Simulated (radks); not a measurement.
Pm V, configuration [Xe] 4f3.

All-electron calculation, scalar-relativistic Kohn-Sham, SCAN, spin-polarised, spherical densities, finite nucleus; open shells are filled with parallel spins first (spin-orbit coupling, left out, can overturn this in heavy ions); meta-GGA in the generalised Kohn-Sham scheme; Fermi nuclear charge, rms radius 4.962 fm. Program: a radial shooting solver on a logarithmic mesh with Libxc functionals.

Energy parts (eV):
total: -272624.26
kinetic: 290781.33
electron-nucleus: -659937.60
Hartree: 102737.60
exchange-correlation: -6205.59

Orbitals (lengths in bohr, moments of r in powers of bohr; r(max) is where P^2 peaks):
orbital  occ.  eigenvalue (eV)   r(max)
1s up       1        -45138.70  0.01479
1s down     1        -45138.70  0.01479
2s up       1        -7403.933  0.08371
2s down     1        -7403.897  0.08371
2p up       3        -6613.239  0.06763
2p down     3        -6613.214  0.06763
3s up       1        -1666.651   0.2382
3s down     1        -1665.322   0.2382
3p up       3        -1416.519   0.2336
3p down     3        -1415.154   0.2335
3d up       5        -1074.021   0.1922
3d down     5        -1072.907   0.1921
4s up       1        -378.1029   0.5515
4s down     1        -374.8233   0.5511
4p up       3        -295.1810   0.5748
4p down     3        -291.8516   0.5746
4d up       5        -177.7735   0.5998
4d down     5        -174.3220   0.5996
5s up       1         -86.9762    1.252
5s down     1         -85.4822    1.265
5p up       3         -64.9429    1.397
5p down     3         -63.7871    1.403
4f up       3         -51.7812   0.6139

The highest occupied level is 4f up at -51.781 eV. The density falls to 0.001 e/bohr^3 at r = 3.18 bohr. The spin density at the nucleus is 1.826 e/bohr^3 (1s 0.016, 2s -0.498, 3s -8.309, 4s 1.879, 5s 8.738). The electron density at the nucleus is 5.136e+05 e/bohr^3 (large components only).

Empty levels of this run are not shown, since the potential may be unsettled where no density lies.
